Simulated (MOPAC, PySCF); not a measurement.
Potential energy curve for GaH, singlet.

- PM6, restricted, heats of formation (MOPAC)
- RKS-M06-2X = restricted M06-2X/def2-TZVP run with PySCF 2.14.0
- UKS-M06-2X = unrestricted M06-2X/def2-TZVP in PySCF

Energies are in eV, each relative to the lowest point of its own curve near equilibrium.

| R / Å | PM6 | RKS-M06-2X | UKS-M06-2X |
|---|---|---|---|
| 1.35 | 0.397 | 0.874 | 0.874 |
| 1.43 | 0.120 | 0.446 | 0.446 |
| 1.51 | 0.006 | 0.186 | 0.186 |
| 1.56 | 0.000 | 0.088 | 0.088 |
| 1.63 | … | 0.015 | 0.015 |
| 1.68 | … | 0.000 | 0.000 |
| 1.74 | 0.283 | 0.014 | 0.014 |
| 1.80 | 0.452 | 0.055 | 0.055 |
| 1.86 | 0.645 | 0.118 | 0.118 |
| 1.95 | 0.967 | 0.242 | 0.242 |
| 2.08 | 1.474 | 0.463 | 0.463 |
| 2.27 | … | 0.832 | 0.832 |
| 2.55 | 3.289 | 1.396 | 1.396 |
| 2.77 | 4.000 | 1.818 | 1.818 |
| 3.04 | … | 2.291 | 2.215 |
| 3.39 | 5.402 | 2.823 | 2.520 |
| 3.71 | 5.845 | 3.230 | 2.683 |
| 4.15 | 6.256 | … | 2.804 |
| 4.52 | 6.485 | 3.982 | 2.856 |
| 5.04 | 6.706 | 4.302 | 2.881 |
| 5.88 | 6.936 | 4.634 | 2.878 |
| 6.69 | … | 4.830 | 2.878 |

Question: Complete the blanks.

Answer: 
- 1.63, PM6: 0.061
- 1.68, PM6: 0.146
- 2.27, PM6: 2.236
- 3.04, PM6: 4.714
- 4.15, RKS-M06-2X: 3.682
- 6.69, PM6: 7.092

The restricted form behind PM6, RKS-M06-2X keeps the bonding electrons paired and can't separate into open-shell fragments. At the longest distance RKS-M06-2X leaves fractional charges on the fragments, a sign of delocalisation error or of the restricted form. The unrestricted determinant behind UKS-M06-2X is spin-contaminated at 3.04 to 6.69 Å (<S²> up to 1.0, against 0.00 for a pure singlet).
